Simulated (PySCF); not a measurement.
# Computed properties of C₄H₄, SMILES C12C3C1C23

C4H4, SMILES C12C3C2C31. The structure is a stationary point at PBE0-D3(BJ)/def2-SVP. The values are those of a single conformer. All values are computed for the isolated molecule unless a solvent is named; none is compared with measurement here.

**Structure.** The optimised structure has Td symmetry. All 18 harmonic modes at PBE0-D3(BJ)/def2-SVP (PySCF) are real, so it is a minimum. With heavy atoms numbered as in [CH:1]12[CH:2]3[CH:3]1[CH:4]23, the shortest bond between them is C1–C2 at 1.472 Å and the longest C3–C4 at 1.472 Å.

**Vibrations.** The strongest infrared lines (harmonic, unscaled, degenerate partners summed) lie at 790 cm⁻¹ (205 km/mol, H 91 %, C 9 %), 3363 cm⁻¹ (59 km/mol, H 91 %, C 9 %), 1207 cm⁻¹ (8 km/mol, C 90 %, H 10 %). The softest mode is at 609 cm⁻¹ and the zero-point energy is 38.2 kcal/mol.

**Electronic structure.** r2SCAN/def2-TZVPD (PySCF) places the frontier levels at -5.57 and 1.06 eV, a gap of 6.63 eV, and gives a dipole moment of 0.00 D and a mean polarisability of 41.4 bohr³. PBE/def2-TZVPD (PySCF) at the same geometry gives -5.45 and 0.32 eV, so its gap is 0.86 eV narrower. An orbital gap is neither the optical nor the fundamental gap.

**Excitations.** TDA-CAM-B3LYP/def2-SVPD (PySCF) has S1 at 6.97 eV (178 nm, f = 0.000, dark); the most intense of the 10 singlets computed lies at 7.13 eV (f = 0.16). Strengths of degenerate partners are summed. T1 (TDA) is at 6.83 eV, 0.14 eV under S1. TDA-PBE/def2-SVPD (PySCF) puts S1 at 6.29 eV. No vertical singlet excitation falls in the visible range (under 3.1 eV).

**NMR.** GIAO shifts at PBE0/pcSseg-1 (PySCF) (non-relativistic, atoms alike by connectivity averaged): ¹³C at -25.7 ppm against TMS; ¹H at 3.3 ppm against TMS.

**Solvation.** SMD-ωB97X/6-31G* (PySCF) gives -3.7 kcal/mol in water, -7.9 kcal/mol in chloroform, -7.2 kcal/mol in cyclohexanone (1 M in both phases, gas-phase geometry); of these solvents chloroform holds the molecule best.
